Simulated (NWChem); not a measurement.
Species: MgF$_{2}$; SMILES [F][Mg][F]

```xyz
3

Mg     0.0000     0.0000    -0.0477
F      1.7353     0.0000    -0.0477
F     -1.7353     0.0000    -0.0477
```
Atoms are numbered in this order, from 1.

Computed with NWChem. Geometry optimised at B3LYP/6-31G*; all other runs use it. Pople sets run with spherical d functions. Vzz has the sign of the potential's second derivative.

| quantity | level | value |
|---|---|---|
| vertical, lowest excitation, singlet (eV) | PBE/6-31+G*, TDA | ___ |
| orbital gap (eV) | PBE/6-31G* | ___ |
| −ε(HOMO) (eV) | BHandHLYP/6-31G* | 11.71 |
| Vzz Mg1 (a.u.) | B3LYP/def2-SVP | -1.000 |
| dipole (D) | B3LYP/6-31G* | 0.00 |
| highest harmonic frequency (cm⁻¹) | B3LYP/6-31G* | ___ |

Complete the blanks.


- vertical, lowest excitation, singlet (eV), value: 5.90
- orbital gap (eV), value: 5.45
- highest harmonic frequency (cm⁻¹), value: 920
